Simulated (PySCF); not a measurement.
SMILES C(#C)B(C)O, PBE0/def2-SVP optimised geometry.

```
10

B     -0.97    -0.01     0.00
C      0.58    -0.01     0.00
C      1.80    -0.01     0.00
H      2.87     0.00     0.00
C     -1.79     1.33     0.00
H     -2.87     1.16     0.01
H     -1.53     1.94    -0.89
H     -1.52     1.95     0.87
O     -1.63    -1.19     0.00
H     -1.03    -1.95     0.00
```

Density from PBE0/def2-TZVP (PySCF) at that geometry.

Minimum of the electron density along straight lines between bonded atoms, close to the bond critical point (lines longer than 1.1 times the sum of covalent radii, or with two minima, are not listed):

```json
[
 {"bond": "B1–C2", "length / Å": "1.549", "ρ at the minimum / e bohr⁻³": "0.176", "∇²ρ there / e bohr⁻⁵": "0.00", "position (fraction from the first atom)": "0.32"},
 {"bond": "C2–C3", "length / Å": "1.218", "ρ at the minimum / e bohr⁻³": "0.411", "∇²ρ there / e bohr⁻⁵": "-1.21", "position (fraction from the first atom)": "0.48"},
 {"bond": "C3–H4", "length / Å": "1.076", "ρ at the minimum / e bohr⁻³": "0.284", "∇²ρ there / e bohr⁻⁵": "-1.04", "position (fraction from the first atom)": "0.66"},
 {"bond": "B1–C5", "length / Å": "1.567", "ρ at the minimum / e bohr⁻³": "0.192", "∇²ρ there / e bohr⁻⁵": "?", "position (fraction from the first atom)": "0.33"},
 {"bond": "C5–H6", "length / Å": "1.099", "ρ at the minimum / e bohr⁻³": "0.269", "∇²ρ there / e bohr⁻⁵": "-0.89", "position (fraction from the first atom)": "0.64"},
 {"bond": "C5–H7", "length / Å": "1.103", "ρ at the minimum / e bohr⁻³": "0.264", "∇²ρ there / e bohr⁻⁵": "-0.86", "position (fraction from the first atom)": "0.64"},
 {"bond": "C5–H8", "length / Å": "1.103", "ρ at the minimum / e bohr⁻³": "0.264", "∇²ρ there / e bohr⁻⁵": "-0.86", "position (fraction from the first atom)": "0.64"},
 {"bond": "B1–O9", "length / Å": "1.357", "ρ at the minimum / e bohr⁻³": "?", "∇²ρ there / e bohr⁻⁵": "0.97", "position (fraction from the first atom)": "0.33"},
 {"bond": "O9–H10", "length / Å": "0.964", "ρ at the minimum / e bohr⁻³": "?", "∇²ρ there / e bohr⁻⁵": "-2.47", "position (fraction from the first atom)": "0.81"}
]
```

### Question
Fill in the missing entries.

### Answer

- B1–C5, ∇²ρ there / e bohr⁻⁵: -0.35
- B1–O9, ρ at the minimum / e bohr⁻³: 0.211
- O9–H10, ρ at the minimum / e bohr⁻³: 0.359
